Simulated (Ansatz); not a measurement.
Basis sets compared for Na₂Pb₃⁺ (the lowest doublet isomer of a short search). The state is a doublet with charge 1. Geometry PBE0-D4/def2-SVP. Ansatz on 4 threads of Arm Neoverse V2 on a shared host; times are rough, and most runs start from earlier orbitals.

Cartesian coordinates in Å:
```
Na 2.8680 -0.9532 0.8690
Na -1.8199 0.6270 1.7366
Pb -1.8328 0.3610 -1.7720
Pb 0.8597 1.4301 -0.5704
Pb -0.0750 -1.4650 -0.2632
```

In the def2 sets Pb takes a core potential; there is no spin–orbit coupling. The structure comes from a short search, and lower isomers may exist.

```tsv
level	functions	energy (Eh)	HOMO (eV)	LUMO (eV)	wall time
PBE-D4/def2-SVP	108	-902.8934	-7.50	-7.07	3.7 s
PBE0-D4/def2-SVP	108	-902.8263	-8.13	-6.41	5.5 s
```

Problem. Estimate the rows for PBE-D4/def2-TZVP (with forces), PBE0-D4/def2-TZVP.

Solution. 
```json
{"level": "PBE-D4/def2-TZVP (with forces)", "functions": "214", "energy (Eh)": "-903.0329", "HOMO (eV)": "-7.49", "LUMO (eV)": "-7.04", "wall time": "9 s"}
{"level": "PBE0-D4/def2-TZVP", "functions": "214", "energy (Eh)": "-902.9608", "HOMO (eV)": "-8.11", "LUMO (eV)": "-6.36", "wall time": "18 s"}
```
